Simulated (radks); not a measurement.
Results of a calculation; reference values are marked as such.
The lead ion Pb+ inside a hard spherical wall (all orbitals vanish at R), configuration held at [Hg] 6p1 and not refilled when levels cross. Level of theory: scalar-relativistic Kohn-Sham, PBE, spin-polarised, spherical densities, finite nucleus; open shells are filled with parallel spins first (spin-orbit coupling, left out, can overturn this in heavy ions); Fermi nuclear charge, rms radius 5.5012 fm (a radial shooting solver on a logarithmic mesh with Libxc functionals). Eigenvalues in eV for spin up, with the zero of energy where the potential of the charges vanishes at infinity; a dash marks a level that is unbound or too diffuse for the functional's potential to be trusted. A positive occupied level is held by the wall or, in an anion where self-interaction has pushed it up, behind a barrier. The pressure on the wall is -dE/dV.

| R (bohr) | E (hartree) | kinetic (hartree) | e(5p) | e(5d) | e(6s) | e(6p) | e(7s, empty) | e(6d, empty) | pressure (GPa) |
|---|---|---|---|---|---|---|---|---|---|
| free | -20875.8248 | 23577.944 | -93.537 | -28.898 | -19.505 | -10.197 | -4.623 | - | 0 |
| 15 | -20875.8248 | 23577.944 | -93.537 | -28.898 | -19.505 | -10.197 | -4.619 | -3.110 | < 0.0001 |
| 10 | -20875.8248 | 23577.945 | -93.533 | -28.893 | -19.501 | -10.193 | -4.376 | -2.864 | 0.00179 |
| 8 | -20875.8239 | 23577.954 | -93.484 | -28.846 | -19.465 | -10.140 | -3.456 | -2.190 | 0.0482 |
| 5 | -20875.7619 | 23578.356 | -92.280 | -27.708 | -18.450 | -8.292 | 7.617 | 4.191 | 8.61 |
| 4 | -20875.5342 | 23579.597 | -89.922 | -25.531 | -15.877 | -3.897 | 25.187 | 13.800 | 68.5 |
| 3 | -20874.1598 | 23586.126 | -81.872 | -17.925 | -4.084 | 13.693 | 79.313 | 43.705 | 827 |
| 2 | -20861.1284 | 23638.957 | -46.579 | 21.439 | 75.028 | 115.10 | 312.82 | 176.10 | 21600 |
